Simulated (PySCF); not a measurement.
**Why did this PySCF run fail?**

```python
from pyscf import gto, scf, cc

mol = gto.M(
    atom='Ca 0 0 0; N 0 0 2.245',
    basis='def2-svp',
    charge=0,
    spin=3,
    symmetry=True,
    verbose=4,
)
mf = scf.UHF(mol)
mf.level_shift = -0.2
mf.kernel()
mycc = cc.CCSD(mf)
mycc.kernel()
e = mycc.eaccsd(nroots=6)[0]
print('roots (eV) =', (e*27.211386).round(3))
mf.dip_moment()
print('orbital energies (hartree):', [e[max(0, n-3):n+3].round(4) for e, n in zip(mf.mo_energy, mol.nelec)])
```

```bash
$ OMP_NUM_THREADS=1 python input.py
```

The log, shortened:

```
[earlier lines left out]
cycle = 5  E_corr(UCCSD) = -0.290104095538789  dE = 0.000361308494  norm(t1,t2) = 0.0128102
cycle = 6  E_corr(UCCSD) = -0.291095455446317  dE = -0.000991359908  norm(t1,t2) = 0.00799749
cycle = 7  E_corr(UCCSD) = -0.291314719165653  dE = -0.000219263719  norm(t1,t2) = 0.00424393
cycle = 8  E_corr(UCCSD) = -0.291004207816538  dE = 0.000310511349  norm(t1,t2) = 0.002443
cycle = 9  E_corr(UCCSD) = -0.291097890731225  dE = -9.36829147e-05  norm(t1,t2) = 0.0012268
cycle = 10  E_corr(UCCSD) = -0.291134295678966  dE = -3.64049477e-05  norm(t1,t2) = 0.000512454
cycle = 11  E_corr(UCCSD) = -0.291133312426601  dE = 9.83252365e-07  norm(t1,t2) = 0.000156606
cycle = 12  E_corr(UCCSD) = -0.291137541070978  dE = -4.22864438e-06  norm(t1,t2) = 9.58095e-05
cycle = 13  E_corr(UCCSD) = -0.291137008605694  dE = 5.32465284e-07  norm(t1,t2) = 3.38818e-05
cycle = 14  E_corr(UCCSD) = -0.291137617521516  dE = -6.08915822e-07  norm(t1,t2) = 1.79555e-05
cycle = 15  E_corr(UCCSD) = -0.291138002290243  dE = -3.84768727e-07  norm(t1,t2) = 9.83064e-06
cycle = 16  E_corr(UCCSD) = -0.291137986922607  dE = 1.53676356e-08  norm(t1,t2) = 6.48032e-06
cycle = 17  E_corr(UCCSD) = -0.291137884420407  dE = 1.025022e-07  norm(t1,t2) = 4.40982e-06
cycle = 18  E_corr(UCCSD) = -0.291137717177859  dE = 1.67242549e-07  norm(t1,t2) = 2.13191e-06
cycle = 19  E_corr(UCCSD) = -0.291137661607493  dE = 5.55703653e-08  norm(t1,t2) = 8.37078e-07
UCCSD converged
E(UCCSD) = -731.2281290484581  E_corr = -0.2911376616074935

******** <class 'pyscf.cc.eom_uccsd.EOMEA'> ********
max_space = 20
max_cycle = 50
conv_tol = 1e-07
partition = None
EOM-CCSD root 0 E = -0.02335323754139862  qpwt = 0.870537  conv = True
EOM-CCSD root 1 E = 0.02040281906754271  qpwt = 0.780083  conv = True
EOM-CCSD root 2 E = 0.020402839701025  qpwt = 0.780084  conv = True
EOM-CCSD root 3 E = 0.05378778428641424  qpwt = 0.89635  conv = True
EOM-CCSD root 4 E = 0.05378778428641439  qpwt = 0.89635  conv = True
EOM-CCSD root 5 E = 0.06199668271437984  qpwt = 0.431233  conv = True
roots (eV) = [-0.635  0.555  0.555  1.464  1.464  1.687]
Dipole moment(X, Y, Z, Debye):  0.00000,  0.00000,  1.03984
orbital energies (hartree): [array([-0.4594, -0.4142, -0.2693, -0.138 , -0.138 , -0.1179]), array([-1.3377, -0.7158, -0.3166, -0.1575, -0.113 , -0.113 ])]
```

Task: Which setting is at fault, why, and what does a mended input give?

Result: The level shift (hartree) (-0.2): a negative shift narrows the gap and lets the occupation swap. With this edit
```diff
- mf.level_shift = -0.2
```
the run finishes: E(SCF) = -730.993782 Eh, 13 cycles, E(CCSD) − E(SCF) = -0.23458 Eh, ⟨S²⟩ = 3.761, μz(SCF) = -4.58 D, attachment roots -0.700, 0.855, 1.354, 1.354, 1.599, 1.761 eV.

The bond length is a typed value, not an optimised one. Positive EA roots mean that the added electron is unbound. No search for the lowest solution was made.
